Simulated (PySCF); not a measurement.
A calculated (PBE0, PySCF 2.14, x2c-SVPall, scalar relativity by spin-free X2C-1e) atom or ion has these occupied shells.

```
shell  electrons  orbital energy (eV)  rms radius, mean of both spins (bohr)
 1s α          1              -8945.6                                 0.0602
 1s β          1              -8945.6                                 0.0602
 2s α          1              -1132.6                                  0.255
 2s β          1              -1131.1                                  0.255
 2p α          3              -984.05                                  0.228
 2p β          3              -982.80                                  0.228
 3s α          1              -170.62                                  0.763
 3s β          1              -167.24                                  0.763
 3p α          3              -126.14                                  0.813
 3p β          3              -122.50                                  0.813
 3d α          5              -54.363                                  0.952
 3d β          3              -52.264                                  0.952
```

Question: Name the element and its charge.

Answer: Cu³⁺ (copper, charge +3), in [Ar] 3d8, high-spin 3F determinant.
